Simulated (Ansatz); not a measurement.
The first iterations of a band of AlClH2O2 + H3P (10 atoms, charge 0, multiplicity 1).

Theory: RKS revPBE/def2-SVP (Ansatz 0.2.0).

```json
{
 "movable images": "5",
 "climbing image": "yes",
 "spring": "5.0 eV/Å²",
 "optimiser": "quadratic models (default)",
 "start path": "through a guess of the saddle point",
 "force threshold": "0.05 eV/Å",
 "iteration limit": "60",
 "end points": "relaxed"
}
```

First end point:

```xyz
10
Properties=species:S:1:pos:R:3
Al 0.100 -0.350 0.059
Cl 0.477 -1.296 1.928
O 1.369 -0.018 -1.053
H 2.293 -0.204 -0.823
O -1.499 -0.047 -0.491
H -2.266 -0.262 0.063
P 0.327 3.071 1.200
H 0.488 2.049 2.205
H 1.166 2.378 0.251
H -0.876 2.473 0.674
```

Last end point:

```xyz
10
Properties=species:S:1:pos:R:3
Al 0.158 0.573 -0.095
Cl -0.235 -0.702 2.597
O 1.633 -0.202 -0.549
H 1.693 -1.037 -1.040
O -1.412 0.282 -0.758
H -1.662 -0.508 -1.262
P 0.368 2.509 1.231
H 1.598 2.960 0.637
H -0.492 3.335 0.428
H -0.072 0.584 2.823
```

| iteration | highest image above the first end (eV) | largest band force component (eV/Å) |
| --- | --- | --- |
| 1 | 5.956 | 18.177 |
| 2 | 2.474 | 6.995 |
| 3 | 1.832 | 3.397 |
| 4 | 1.580 | 1.305 |
| 5 | 1.523 | 0.663 |
| 6 | 1.462 | 5.607 |
| 7 | 1.417 | 2.659 |
| 8 | 1.403 | 0.913 |
| 9 | 1.296 | 0.609 |
| 10 | 1.284 | 0.488 |
| 11 | 1.346 | 0.626 |
| 12 | 1.351 | 0.609 |
| 13 | 1.329 | 0.539 |
| 14 | 1.307 | 0.469 |
| 15 | 1.271 | 0.263 |
| 16 | 1.269 | 0.225 |
| 17 | 1.278 | 0.314 |
| 18 | 1.270 | 0.270 |
| 19 | 1.257 | 0.236 |
| 20 | 1.248 | 0.189 |

Task: Does the band converge within its limit, and where does its top end?

Result: The run ended unconverged. It ended after 60 iterations with the highest image 1.210 eV above the first end. The band didn't meet its force threshold, so its energies are provisional: the largest band force was still 0.17 eV/Å, and over the last iterations the top stayed at 1.21 eV. Neighbouring images lie up to 3.5 Å apart, so the band is torn or far too coarse. Inner images lie below an end point, which means an intermediate or an end that isn't the lowest structure nearby. The orbitals stay closed-shell, which can raise the energy where a bond breaks towards radicals; this wasn't checked here.

The run took 8.4 min on 2 threads of Arm Neoverse V2, on a shared host, peak memory 0.14 GiB.
